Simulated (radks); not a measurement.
The numbers below are computed, except where a source is named.
Valence configurations of neutral scandium (all share [Ar]). Level of theory: scalar-relativistic Kohn-Sham, PBE, spin-unpolarised, spherical densities, finite nucleus; Fermi nuclear charge, rms radius 3.5459 fm (a radial shooting solver on a logarithmic mesh with Libxc functionals). Order these by energy: 3d1 4s1.5 4p0.5; 3d1.5 4s1.5; 3d1 4p2; 3d1 4s1 4p1; 3d1 4s2; 3d2 4p1; 3d2 4s1; 4s2 4p1; 3d0.5 4s2 4p0.5; 3d3.

Answer. From the lowest, in eV above it: 3d1 4s2 0.000; 3d1.5 4s1.5 0.680; 3d0.5 4s2 4p0.5 1.277; 3d1 4s1.5 4p0.5 1.374; 3d2 4s1 1.668; 3d1 4s1 4p1 2.779; 4s2 4p1 3.464; 3d2 4p1 4.090; 3d3 4.104; 3d1 4p2 5.674. NIST lists [Ar] 3d1 4s2 as the ground configuration; this level of theory agrees among the configurations tried. The energies are those of spherical spin-averaged densities, not of single terms.
